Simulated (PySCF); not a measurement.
**Low-lying terms of Si²⁺ (silicon, charge +2)**

Ground state [Ne] 3s2, ¹S. Computed with PySCF 2.14 in x2c-TZVPall with one added diffuse shell each of s, p type (6s6p2d1f, 41 functions), with scalar relativity by spin-free X2C-1e. Vertical excitation energies in eV without spin-orbit coupling; excited terms of each kind are numbered among those the solver found. Frozen: [He] 2s2.

```
 term  leading excitation  EOM-EE-CCSD
1 3P°              3s → p        6.541
1 1P°              3s → p       10.422
 1 3D              3s → d       17.960
 1 3S              3s → s       18.979
 1 1S              3s → s       19.722
 1 1D              3s → d       21.369
2 3P°              3s → p       21.754
2 1P°              3s → p       21.933
 2 3S              3s → s       26.313
 2 1S              3s → s       26.855
```

Only the lower part of the computed list is shown. Doubly excited terms such as np² are absent. The solver can miss terms. Rydberg members are limited by the diffuse functions of the basis.
